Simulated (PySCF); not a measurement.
Structure problem from calculated spectra and properties.

Formula: C6H8FNO.

| Item | Value |
| --- | --- |
| 1H NMR | chemical shifts (computed TMS as zero) by class: 5.09 (1 H), 3.19 (3 H), 3.16 (3 H), 3.04 (1 H) ppm [GIAO PBE0/pcSseg-1] |
| NMR, other nuclei | isotropic shieldings of nuclei other than C and H, by class: 153 (1 N), -64 (1 O), 322 (1 F) ppm [GIAO PBE0/pcSseg-1] |
| Dipole | 3.51 D [PBE0/pcSseg-1] |
| 13C NMR | chemical shifts (computed TMS as zero) by class: 173.4 (1 C), 148.0 (1 C), 74.0 (1 C), 37.4 (1 C), 36.0 (1 C), 34.2 (1 C) ppm [GIAO PBE0/pcSseg-1] |
| Rotational structure | rotational constants A, B, C: 2.961, 1.031, 0.897 GHz [GFN2-xTB] |

Electronic properties: PySCF, gas phase, density fitting. Levels stand in brackets. Isolated species at its GFN2-xTB geometry (one conformer only). NMR classes are plain means over equivalent atoms (diastereotopic ones count apart unless rotation or inversion swaps them), as if these changed places fast.

Task: Give a SMILES that accounts for the data.

Result: Numbering: `[CH3:1][N:2]([CH3:3])[C:4](=[O:5])[C@@H:6]1[CH:7]=[C:8]1[F:9]`. Its formula, C6H8FNO, gives 3 degrees of unsaturation: 1 ring and 2 π bonds in the structure found. 6 carbons fall into 6 classes; from least to most shielded: amide carbonyl carbon [C4] (173.4 ppm), vinylic C–F carbon [C8] (148.0 ppm), alkene CH carbon [C7] (74.0 ppm), N-methyl carbon [C1] (37.4 ppm), N-methyl carbon [C3] (36.0 ppm), sp3 carbon next to a carbonyl [C6] (34.2 ppm). Hydrogen classes from least to most shielded: 1 H on an alkene CH carbon, C7 (5.09 ppm), 3 H on an N-methyl carbon, C3 (3.19 ppm, a mean of values up to 2.6 ppm apart in this geometry), 3 H on an N-methyl carbon, C1 (3.16 ppm, a mean of values up to 0.8 ppm apart in this geometry), 1 H on an sp3 carbon next to a carbonyl, C6 (3.04 ppm). The other shieldings belong to: 153 ppm, amide nitrogen [N2]; -64 ppm, amide oxygen [O5]; 322 ppm, vinyl fluorine [F9]. The optimised geometry has point group C1 and is an asymmetric top. Structure: `C([C@H]1C(F)=C1)(N(C)C)=O`. Computed isomers that give other values at the same levels: `CN1CCC(C=O)=C1F` (13C chemical shifts (computed TMS as zero) by class: 180.3 (1 C), 172.9 (1 C), 95.2 (1 C), 50.2 (1 C), 31.4 (1 C), 24.4 (1 C) ppm); `C=CN(C)C(=O)/C=C\F` (rotational constant A: 2.017 GHz; this holds for the one conformer computed); `C=C(C)/C(F)=C/C(N)=O` (13C chemical shifts (computed TMS as zero) by class: 171.6 (1 C), 164.6 (1 C), 143.3 (1 C), 127.1 (1 C), 110.3 (1 C), 21.4 (1 C) ppm). The assignments are read from this structure; whether some other isomer fits the data as well wasn't checked. The mirror image fits equally.

The values belong to the conformer `[CH3:1][N:2]([CH3:3])[C:4](=[O:5])[C@@H:6]1[CH:7]=[C:8]1[F:9]`: C1–N2–C4–O5 177°, N2–C4–C6–C7 178°.
